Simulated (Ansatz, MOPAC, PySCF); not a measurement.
The molecule TiC, closed-shell singlet (lowest of 2S+1 = 1, 3, 5, 7 at CCSD(T)/def2-TZVPP on PBE0 minima; our sources give no spin for the ground state, which may be another). No spin–orbit coupling. Ti is treated without relativity. The T1 diagnostic near the minimum is 0.062, so single-reference values are doubtful.

Constants: fifth-degree fit in 1/R to seven points, most abundant isotopes. Runs in def2 and cc sets follow the lowest solution found near the PBE0 minimum. The singlet is held restricted. HF and MP2 rows in def2 and cc sets belong to the determinant that coupled cluster picked by its CCSD energy.

The values were computed with Ansatz (an electronic-structure program); MOPAC for PM6 (differences of heats of formation); PySCF for LANL2DZ rows. Values without a source in brackets are computed.

```json
[
 {"level": "PM6", "r_e (Å)": "1.522", "ω_e (cm⁻¹)": "967", "B_e (cm⁻¹)": "0.759", "α_e (cm⁻¹)": "0.0012", "dipole (D)": "-"},
 {"level": "HF/def2-TZVPP", "r_e (Å)": "1.526", "ω_e (cm⁻¹)": "1239", "B_e (cm⁻¹)": "0.754", "α_e (cm⁻¹)": "0.0035", "dipole (D)": "-"},
 {"level": "HF/def2-QZVPP", "r_e (Å)": "1.525", "ω_e (cm⁻¹)": "1236", "B_e (cm⁻¹)": "0.755", "α_e (cm⁻¹)": "0.0035", "dipole (D)": "-"},
 {"level": "SVWN5/def2-TZVPP", "r_e (Å)": "1.595", "ω_e (cm⁻¹)": "979", "B_e (cm⁻¹)": "0.690", "α_e (cm⁻¹)": "0.0056", "dipole (D)": "6.40"},
 {"level": "PBE/def2-TZVPP", "r_e (Å)": "1.628", "ω_e (cm⁻¹)": "902", "B_e (cm⁻¹)": "0.662", "α_e (cm⁻¹)": "0.0055", "dipole (D)": "5.96"},
 {"level": "BP86/LANL2DZ", "r_e (Å)": "1.660", "ω_e (cm⁻¹)": "932", "B_e (cm⁻¹)": "0.637", "α_e (cm⁻¹)": "0.0051", "dipole (D)": "5.90"},
 {"level": "r2SCAN/def2-TZVPP", "r_e (Å)": "1.618", "ω_e (cm⁻¹)": "958", "B_e (cm⁻¹)": "0.671", "α_e (cm⁻¹)": "0.0045", "dipole (D)": "6.02"},
 {"level": "B97M-V/def2-TZVPP", "r_e (Å)": "1.620", "ω_e (cm⁻¹)": "894", "B_e (cm⁻¹)": "0.669", "α_e (cm⁻¹)": "0.0060", "dipole (D)": "5.97"},
 {"level": "B3LYP/LANL2DZ", "r_e (Å)": "1.620", "ω_e (cm⁻¹)": "1016", "B_e (cm⁻¹)": "0.669", "α_e (cm⁻¹)": "0.0077", "dipole (D)": "6.87"},
 {"level": "B3LYP/def2-TZVPP", "r_e (Å)": "1.593", "ω_e (cm⁻¹)": "977", "B_e (cm⁻¹)": "0.692", "α_e (cm⁻¹)": "0.0073", "dipole (D)": "6.68"},
 {"level": "PBE0/def2-TZVPP", "r_e (Å)": "1.580", "ω_e (cm⁻¹)": "1023", "B_e (cm⁻¹)": "0.704", "α_e (cm⁻¹)": "0.0064", "dipole (D)": "6.82"},
 {"level": "BHLYP/def2-TZVPP", "r_e (Å)": "1.547", "ω_e (cm⁻¹)": "1155", "B_e (cm⁻¹)": "0.734", "α_e (cm⁻¹)": "0.0041", "dipole (D)": "7.36"},
 {"level": "CAM-B3LYP/def2-TZVPP", "r_e (Å)": "1.558", "ω_e (cm⁻¹)": "1127", "B_e (cm⁻¹)": "0.724", "α_e (cm⁻¹)": "0.0048", "dipole (D)": "7.19"},
 {"level": "wB97X-V/def2-TZVPP", "r_e (Å)": "1.556", "ω_e (cm⁻¹)": "1146", "B_e (cm⁻¹)": "0.726", "α_e (cm⁻¹)": "0.0045", "dipole (D)": "7.31"},
 {"level": "wB97M-V/def2-TZVPP", "r_e (Å)": "1.556", "ω_e (cm⁻¹)": "1155", "B_e (cm⁻¹)": "0.725", "α_e (cm⁻¹)": "0.0036", "dipole (D)": "7.29"},
 {"level": "CCSD/def2-TZVPP", "r_e (Å)": "1.589", "ω_e (cm⁻¹)": "1052", "B_e (cm⁻¹)": "0.696", "α_e (cm⁻¹)": "0.0051", "dipole (D)": "-"},
 {"level": "CCSD/def2-QZVPP", "r_e (Å)": "1.577", "ω_e (cm⁻¹)": "1070", "B_e (cm⁻¹)": "0.706", "α_e (cm⁻¹)": "0.0048", "dipole (D)": "-"},
 {"level": "CCSD(T)/def2-TZVPP", "r_e (Å)": "1.624", "ω_e (cm⁻¹)": "914", "B_e (cm⁻¹)": "0.666", "α_e (cm⁻¹)": "0.011", "dipole (D)": "-"},
 {"level": "CCSD(T)/def2-QZVPP", "r_e (Å)": "1.611", "ω_e (cm⁻¹)": "948", "B_e (cm⁻¹)": "0.676", "α_e (cm⁻¹)": "0.0087", "dipole (D)": "-"},
 {"level": "CCSD(T)/CBS(def2-TZVPP, def2-QZVPP)", "r_e (Å)": "1.603", "ω_e (cm⁻¹)": "971", "B_e (cm⁻¹)": "0.684", "α_e (cm⁻¹)": "0.0075", "dipole (D)": "-"}
]
```

Correlated levels freeze the inner cores; with def2 sets outer-core shells near the valence are correlated too. CBS: X⁻³ extrapolation of the correlation energy, Hartree–Fock from the larger set. Rows in LANL2DZ carry no dispersion term and start afresh at each structure. LANL2DZ brings its own core potentials from Na on. The state that PM6 reach isn't checked.

Doubts at one or more of the structures used: a restricted determinant that unrestricted orbitals would lower (HF/def2-TZVPP, HF/def2-QZVPP, CCSD/def2-TZVPP, CCSD/def2-QZVPP, CCSD(T)/def2-TZVPP, CCSD(T)/def2-QZVPP, CCSD(T)/CBS(def2-TZVPP, def2-QZVPP)); T1 above 0.05 (CCSD/def2-TZVPP, CCSD/def2-QZVPP, CCSD(T)/def2-TZVPP, CCSD(T)/def2-QZVPP, CCSD(T)/CBS(def2-TZVPP, def2-QZVPP)).
